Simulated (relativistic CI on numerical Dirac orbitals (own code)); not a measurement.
## Hyperfine structure of C3+, mass number 13

Calculated at this level of theory: Dirac-Coulomb-Breit CI, orbitals from a KLI potential per configuration, model QED (radiative potential, 1s self-energy scaled to tabulated hydrogen-like ionisation energies), valence Slater integrals scaled by 0.85, P86 correlation energy added to each configuration (own radial code, finite nucleus).

Configuration list (outside the closed core 1s2): 2s, 2p, 3s, 3p, 3d, 4s, 4p, 4f, 4d, 5s, 5p, 5g, 5f, 5d. Levels of other configurations are missing.

Nuclear spin I = 1/2, μ = 0.70237 μN (tables of Stone and Pyykkö). The electronic factors are computed for point nuclear moments, without core polarisation; leaving it out makes A of s and p electrons in near-neutral atoms 20 to 40 % too small, and it can dominate for d and f shells.

| Level | E (cm⁻¹) | A (MHz) |
| --- | --- | --- |
| 2s ²S1/2 | 0 | 5302 |
| 2p ²P°1/2 | 66224 | 1281 |
| 2p ²P°3/2 | 66325 | 255.5 |
| 3s ²S1/2 | 302923 | 1487 |
| 3p ²P°1/2 | 320259 | 404.4 |
| 3p ²P°3/2 | 320287 | 80.64 |
| 3d ²D3/2 | 323362 | 34.57 |
| 3d ²D5/2 | 323371 | 14.81 |

Levels with J = 0, under 50 % of one LS term, or S terms without an open s electron are left out. Small factors come from cancelling terms and can be off by tens of per cent or more.

Correlation outside the listed configurations is missing or only estimated: errors of thousands of cm⁻¹ between configurations and terms are usual at this charge. Rates and lifetimes follow the computed energies and can be off by large factors. The fine structure of a lone outer electron comes out too small, for d and f at times inverted, and misplaced configurations move strength between like terms. 19 of the 19 excited levels that our extract of the measured tables holds in this range could be paired (the sources list more); they are missed by 755 cm⁻¹ on average and 2358 at most, and levels without a partner can miss by more.

**Question.** Give the hyperfine levels of 2s ²S1/2 relative to its centre of gravity.

**Answer.** With K = F(F + 1) − I(I + 1) − J(J + 1), E = AK/2: F = 0: -3976, F = 1: 1325 MHz.
